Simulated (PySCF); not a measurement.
BrCs, SMILES [Cs][Br] (connectivity only; charge and spin as stated), charge -1, multiplicity 2. Atoms are numbered in the order given.

```xyz
2

Cs     0.0000     0.0000    -1.2992
Br     0.0000     0.0000     2.0417
```
Charge -1, spin multiplicity 2.

Geometry: B3LYP-D3(BJ)/def2-TZVPD. The spin state was assumed, not searched. The def2 effective core potentials stand for the cores of Cs; spin–orbit coupling is left out.

Calculation: r2SCAN/def2-TZVPD (PySCF).

Isolated molecule, no solvent. A positive occupied level means that this level leaves the electron formally unbound; only the finite basis holds it.

```
Quantity                                                            Value
------------------------------------------------  -----------------------
total energy                                          -2594.41387 hartree
point group                                                           C∞v
α spin, highest occupied and lowest empty level          0.67 and 1.45 eV
β spin, highest occupied and lowest empty level         -1.90 and 0.94 eV
dipole moment about the centre of nuclear charge                   2.08 D
⟨S²⟩                                              0.750 (pure state 0.75)
```
